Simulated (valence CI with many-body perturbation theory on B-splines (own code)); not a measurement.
Values are calculated unless marked as measured or tabulated.
# Rh XXXIII in three bases

Method: relativistic CI+MBPT: three valence electrons over a frozen Dirac-Fock core [Ne], radial functions for each j: 9 s, 9 p, 8 d, 6 f, 3 g, 1 h, with the one-electron correlation potential Σ1, the two-electron term Σ2, the three-electron term Σ3, Breit, model QED; selected CI, second order for the rest, scaled by the run's own slope (own B-spline code, finite nucleus).

The last digits are not significant, and no measured levels were compared; by estimate large intervals hold to a few tenths of a per cent, small ones and those within an open d or f shell to about a per cent.

The reference run has the lowest level (3s^2 3p1/2) J=1/2 and an ionisation energy of 1921.67 eV. Its largest variational space holds 8618 state functions.

Levels are named by their leading jj configuration (3d3/2^4 stands for four electrons in 3d with j = 3/2), which in mixed levels can hold well under half, so a name can repeat and another be missing. Letters in brackets count levels of one name in rising energy.

Changed runs:
A. basis 6 s, 6 p, 5 d, 3 f, 1 g
B. basis 5 s, 5 p, 4 d, 2 f

Excitation energies of the reference run in cm⁻¹, and shifts in cm⁻¹:

```
                     Level  Reference       A      B
        (3s^2 3p3/2) J=3/2     282950     -13    -26
        (3s 3p1/2^2) J=1/2     607004     -59   -204
(3s 3p1/2 3p3/2) J=3/2 [a]     798263    -131   -409
    (3s 3p1/2 3p3/2) J=5/2     862891     -58   -181
(3s 3p1/2 3p3/2) J=3/2 [b]     963237     +32    +96
    (3s 3p1/2 3p3/2) J=1/2    1035080    +108   +351
        (3s 3p3/2^2) J=5/2    1115910     -55   -188
        (3s^2 3d3/2) J=3/2    1258640    +220   +690
        (3s 3p3/2^2) J=1/2    1320110    +153   +478
        (3s^2 3d5/2) J=5/2    1350620    +300   +988
        (3s 3p3/2^2) J=3/2    1364100    +190   +669
     (3p1/2^2 3p3/2) J=3/2    1608890    -7.3    -66
    Ionisation energy (eV)    1921.67  -0.017  -0.05
```
